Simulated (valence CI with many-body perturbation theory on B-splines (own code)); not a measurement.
**Bi XIX: one-electron terms**

Method: configuration interaction combined with many-body perturbation theory (CI+MBPT): five valence electrons over a frozen Dirac-Fock core [Kr] 4d10 4f14, radial functions for each j: 9 s, 9 p, 8 d, 6 f, 3 g, 1 h, with the one-electron correlation potential Σ1 (screened to all orders), the two-electron term Σ2, the three-electron term Σ3, Breit, model QED; selected single and double excitations, second order for the rest (own B-spline code, finite nucleus).

No measured spectrum was set against this ion. As an estimate, levels hold to about 250 cm⁻¹ or 0.2 % of their energy and the worst to 1 %, as in measured heavy ions of charge 2 to 7. The list stops below the first excitations out of the core. Only levels of the ground parity were solved; by the run's estimate the other parity begins above the list, which can be wrong where configurations are misplaced.

These are the spectroscopic orbitals of the CI (the correlating ones are not listed), shaped by the core and the other valence electrons. h is the expectation value of the core's Dirac-Fock operator, without the valence repulsion; Σ1 is computed up to l = 3 at one energy for each symmetry, that of its lowest orbital but kept below the first core excitation, so for empty shells it is not the orbital's own correlation shift; Breit and QED include the response of the core.

```csv
Orbital,h (hartree),Σ1 (cm⁻¹),Breit (cm⁻¹),QED (cm⁻¹),⟨r⟩ (bohr)
5s1/2,-23.429,-23284,3900,3364,0.7826
6s1/2,-13.632,-6884,1570,1344,1.367
7s1/2,-8.9598,-3081,779,675,2.111
8s1/2,-6.3491,-1692,452,392,3.008
5p1/2,-21.582,-21710,5865,229,0.8133
6p1/2,-12.751,-6464,2350,89.3,1.432
7p1/2,-8.4779,-2999,1205,46.2,2.201
8p1/2,-6.0562,-1678,712,27.3,3.125
5p3/2,-20.289,-17471,3036,441,0.8701
6p3/2,-12.173,-5525,1264,182,1.504
7p3/2,-8.1651,-2628,741,95.9,2.289
8p3/2,-5.8671,-1491,443,57.2,3.229
5d3/2,-17.371,-13228,1871,-128,0.9464
6d3/2,-10.749,-4589,825,-56.6,1.641
7d3/2,-7.3664,-2332,458,-31.4,2.477
5d5/2,-17.131,-12479,1140,-20.9,0.9628
6d5/2,-10.635,-4403,504,-9.7,1.661
7d5/2,-7.3025,-2249,287,-5.5,2.500
5f5/2,-13.626,-7616,273,-78.0,1.119
6f5/2,-8.9199,-3414,152,-40.9,1.887
5f7/2,-13.571,-7450,10.2,-47.5,1.125
6f7/2,-8.892,-3351,7.8,-25.2,1.895
5g7/2,-10.674,,17.0,-0.9,1.322
5g9/2,-10.674,,-19.6,2.4,1.322
```

Among the shells of the start configuration 5s2 5p3, Σ1 is largest in size for 5s1/2, where it is 0.45 % of h.

Lowest root of each symmetry, sizes in configuration state functions:

```csv
J,Parity,Roots,Reference,Variational,Second order,Change by selected CI (cm⁻¹),Change by second order (cm⁻¹)
1/2,odd,1,35,11238,272714,-10485,-32
3/2,odd,3,55,21351,690613,-9500,-32
5/2,odd,1,49,16942,650142,-9675,-50
```
